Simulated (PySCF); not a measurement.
`CC=C=C(C)OC`, C6H10O

Molfile (atoms numbered from 1):
```
C6H10O
     RDKit          3D

 17 16  0  0  0  0  0  0  0  0999 V2000
   -3.0998   -0.2760   -0.4049 C   0  0  0  0  0  0  0  0  0  0  0  0
   -1.7775   -0.5246   -1.0684 C   0  0  0  0  0  0  0  0  0  0  0  0
   -0.6242   -0.2680   -0.5312 C   0  0  0  0  0  0  0  0  0  0  0  0
    0.4980    0.0452    0.0599 C   0  0  0  0  0  0  0  0  0  0  0  0
    1.1238    1.4026   -0.1206 C   0  0  0  0  0  0  0  0  0  0  0  0
    1.1056   -0.8804    0.8905 O   0  0  0  0  0  0  0  0  0  0  0  0
    2.4952   -0.7833    1.0711 C   0  0  0  0  0  0  0  0  0  0  0  0
   -3.6828    0.4353   -0.9901 H   0  0  0  0  0  0  0  0  0  0  0  0
   -2.9601    0.1185    0.5978 H   0  0  0  0  0  0  0  0  0  0  0  0
   -3.6661   -1.2048   -0.3460 H   0  0  0  0  0  0  0  0  0  0  0  0
   -1.8310   -0.9409   -2.0690 H   0  0  0  0  0  0  0  0  0  0  0  0
    2.0882    1.3303   -0.6231 H   0  0  0  0  0  0  0  0  0  0  0  0
    0.4637    2.0211   -0.7218 H   0  0  0  0  0  0  0  0  0  0  0  0
    1.2710    1.8822    0.8470 H   0  0  0  0  0  0  0  0  0  0  0  0
    2.7689   -1.6361    1.6912 H   0  0  0  0  0  0  0  0  0  0  0  0
    3.0359   -0.8476    0.1200 H   0  0  0  0  0  0  0  0  0  0  0  0
    2.7842    0.1385    1.5874 H   0  0  0  0  0  0  0  0  0  0  0  0
  1  2  1  0
  2  3  2  0
  3  4  2  0
  4  5  1  0
  4  6  1  0
  6  7  1  0
  1  8  1  0
  1  9  1  0
  1 10  1  0
  2 11  1  0
  5 12  1  0
  5 13  1  0
  5 14  1  0
  7 15  1  0
  7 16  1  0
  7 17  1  0
M  END
```

Computed with TDDFT BHandHLYP/aug-cc-pVDZ circular dichroism and optical rotation, one conformer, gas phase in PySCF 2.14.0. Geometry: GFN2-xTB.

No stereocentre is labelled: unless the shape is locked (an allene, a helicene, a hindered biaryl), the mirror image is equally populated and a measured rotation or CD is zero.

Q: Draw the ECD and absorption spectra from the lowest 12 states, each a Gaussian of half-width 0.3 eV at 1/e height.

A: 
| E (eV) | λ (nm) | Δε (L mol⁻¹ cm⁻¹) | ε (L mol⁻¹ cm⁻¹) |
| --- | --- | --- | --- |
| 4.64 | 267 | -0.49 | 6.17 |
| 4.79 | 259 | -2.00 | 27 |
| 4.94 | 251 | -4.94 | 82.9 |
| 5.09 | 244 | -7.13 | 219 |
| 5.24 | 237 | -5.23 | 546 |
| 5.39 | 230 | +0.06 | 1080 |
| 5.54 | 224 | +4.10 | 1460 |
| 5.69 | 218 | +4.39 | 1490 |
| 5.84 | 212 | +2.57 | 1760 |
| 5.99 | 207 | -0.31 | 2730 |
| 6.14 | 202 | -5.35 | 3700 |
| 6.29 | 197 | -10.37 | 4000 |
| 6.44 | 193 | -10.95 | 4220 |
| 6.59 | 188 | -8.48 | 5080 |
| 6.74 | 184 | -6.52 | 6100 |
| 6.89 | 180 | -3.44 | 6470 |

Δε uses R in velocity form, ε uses f in length form. Only the states computed contribute, so the short-wavelength end is incomplete.
